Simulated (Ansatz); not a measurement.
Relaxation of C3H5Li (9 atoms, charge 0, multiplicity 1), to a largest force component of 0.02 eV/Å in at most 50 steps.

The calculation used RKS PBE/def2-SVP in Ansatz 0.2.0.

```xyz
9
Properties=species:S:1:pos:R:3:forces:R:3
Li -0.983 0.382 -1.921 -0.36 -0.08 -0.33
C 0.543 0.935 -0.959 0.05 0.77 -1.30
C 0.543 0.280 0.195 -0.19 -0.67 0.93
C -0.504 -0.712 0.616 0.50 0.44 -0.15
H 1.400 1.608 -1.060 0.42 0.37 -0.12
H 1.322 0.409 0.956 0.49 0.07 0.49
H -1.268 -0.817 -0.169 -0.54 -0.26 -0.23
H -0.060 -1.691 0.803 0.11 -0.73 0.12
H -0.992 -0.393 1.538 -0.48 0.08 0.58
```

Question: Where does it end, and by what steps?

Answer: It converged. After 8 steps the energy has fallen by 0.121 eV; Li1 moved furthest, 0.44 Å.

```
step  energy less start (eV)  largest force component (eV/Å)  accepted
   0                  0.0000                           1.297       yes
   1                 -0.0931                           0.234       yes
   2                 -0.1041                           0.096       yes
   3                 -0.1051                           0.212       yes
   4                 -0.1126                           0.134       yes
   5                 -0.1160                           0.104       yes
   6                 -0.1196                           0.082       yes
   7                 -0.1206                           0.034       yes
   8                 -0.1208                           0.009       yes
```

```xyz
9
Properties=species:S:1:pos:R:3
Li -0.929 0.629 -2.284
C 0.499 0.914 -0.977
C 0.526 0.258 0.213
C -0.492 -0.747 0.693
H 1.370 1.602 -1.086
H 1.344 0.424 0.955
H -1.301 -0.906 -0.058
H -0.036 -1.742 0.902
H -0.981 -0.431 1.643
```

Whether the end is a true minimum wasn't checked by a vibrational analysis.

Run time: 24 s on 1 thread of Arm Neoverse V1, on a shared host, peak memory 0.11 GiB.
